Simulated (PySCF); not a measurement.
Method: PySCF energies plus ideal-gas RRHO corrections (1 bar). Table values come from the NASA 1993 polynomials. All species are closed-shell singlets. The harmonic model lacks anharmonicity and excited electronic states, which grow with temperature; levels with a mode under 35 cm⁻¹ are left out. The table's entry may be an old estimate for TiO2 (not checked at source).

Harmonic frequencies at PBE0/def2-TZVP (cm⁻¹): 349, 1010, 1060. Point group C2v; S°(298 K) = 258.1 J/mol/K at this level.

### Question
Work out Cp and S° of gaseous TiO2 at 500, 800, 1200, 1600, 2000 K from these, and set them beside the table.

### Answer
```json
[
 {"T (K)": "500", "Cp PBE0/def2-TZVP": "49.2", "Cp table": "50.4", "S° PBE0/def2-TZVP": "281.9", "S° table": "284.6"},
 {"T (K)": "800", "Cp PBE0/def2-TZVP": "53.9", "Cp table": "54.5", "S° PBE0/def2-TZVP": "306.2", "S° table": "309.4"},
 {"T (K)": "1200", "Cp PBE0/def2-TZVP": "56.1", "Cp table": "56.4", "S° PBE0/def2-TZVP": "328.6", "S° table": "331.9"},
 {"T (K)": "1600", "Cp PBE0/def2-TZVP": "57.0", "Cp table": "57.2", "S° PBE0/def2-TZVP": "344.8", "S° table": "348.2"},
 {"T (K)": "2000", "Cp PBE0/def2-TZVP": "57.4", "Cp table": "57.6", "S° PBE0/def2-TZVP": "357.6", "S° table": "361.1"}
]
```
Units J/mol/K.
